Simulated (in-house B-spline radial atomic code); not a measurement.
Configurations of the potassium ion K²⁺, with energies counted from [Ne] 3s2 3p5. Computed with a radial B-spline atomic code at the basis-set limit: scalar-relativistic (X2C) TPSSh, spin-polarised, spherical fractional occupations, exact exchange averaged over the configuration, Fermi nucleus of rms radius 3.4349 fm. Shells without spins written out take the highest spin.

Occupations are held fixed; configurations that lie above the ionisation limit could autoionise.

```tsv
configuration	E - E(ref) (eV)	highest orbital	its <r> (bohr)
[Ne] 3s1 3p6	17.838	3p down	1.358
[Ne] 3s2 3p4 3d1	22.133	3d up	1.735
[Ne] 3s1 3p5 3d1	39.758	3d up	1.707
[Ne] 3s1 3p5 4s1	43.966	4s up	3.178
```

Order these further configurations by energy, lowest first.
A. [Ne] 3s2 3p4 4f1
B. [Ne] 3s1 3p5 4f1
C. [Ne] 3s2 3p4 4d1
D. [Ne] 3s2 3p4 4s1

D (25.994 eV), C (34.923 eV), A (37.886 eV), B (55.939 eV).
